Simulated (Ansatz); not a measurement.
Pulling the pair apart

The pair of Ag⁺ (SMILES [Ag+], atom 1) and Br₂ (SMILES BrBr, atoms 2–3), both closed shells, in one local arrangement (a lower one may exist), relaxed at PBE0-D4/def2-TZVP:

Ag1  (0.888, 0.026, -1.798)
Br2  (-1.042, -0.031, -0.078)
Br3  (0.154, 0.004, 1.875)
(Å)

Br₂ is shifted rigidly along the line between the mean atom positions of the two fragments (negative: closer). Counterpoise interaction energies in kcal/mol. Computed with Ansatz 0.2.0 (basis: def2-TZVPPD); correlated methods freeze the cores. Filled d shells of the heavier atoms are correlated. Core potentials replace the inner electrons of the atoms past krypton. The def2 sets are not built for correlating such inner shells, so the correlated values are less sure here. B3LYP uses VWN-RPA correlation.

| shift (Å) | HF | PBE-D4 | B3LYP-D4 |
| --- | --- | --- | --- |
| -0.26 | 0.89 | -26.80 | -20.97 |
| -0.13 | -5.69 | -29.63 | -24.77 |
| 0.00 | -9.25 | -30.15 | -26.04 |
| 0.13 | -10.86 | -29.33 | -25.75 |
| 0.31 | -11.22 | -27.03 | -23.97 |
| 0.65 | -9.39 | -21.88 | -19.36 |
| 1.29 | -5.12 | -13.54 | -10.85 |
| 2.59 | -1.58 | -7.39 | -3.55 |

Problem. What does CCSD(T) give at these shifts? (Judge from chemistry; the value comes from the calculation.)

Solution. Computed: -13.90, -17.92, -19.37, -19.25, -17.66, -13.26, -6.41, -1.71 kcal/mol. For zero shift, CCSD(T) at an estimated basis limit (MP2 extrapolated from triple and quadruple zeta, plus CCSD(T) − MP2 in triple zeta) gives -24.04 kcal/mol. These are counterpoise interaction energies, counted from the two frozen fragments.

No T1 diagnostic of these runs exceeds 0.011.

For scale, one of the runs: CCSD(T)/def2-TZVPPD, 170 basis functions, launched by `ansatz run in.yaml --threads 4 --pin off --events-out ev --progress --plain --max-ram 9574MiB`. The run took 12 s on 4 CPU threads of an AMD EPYC 9R45 (shared host), with 1.2 GiB of host memory at its peak.
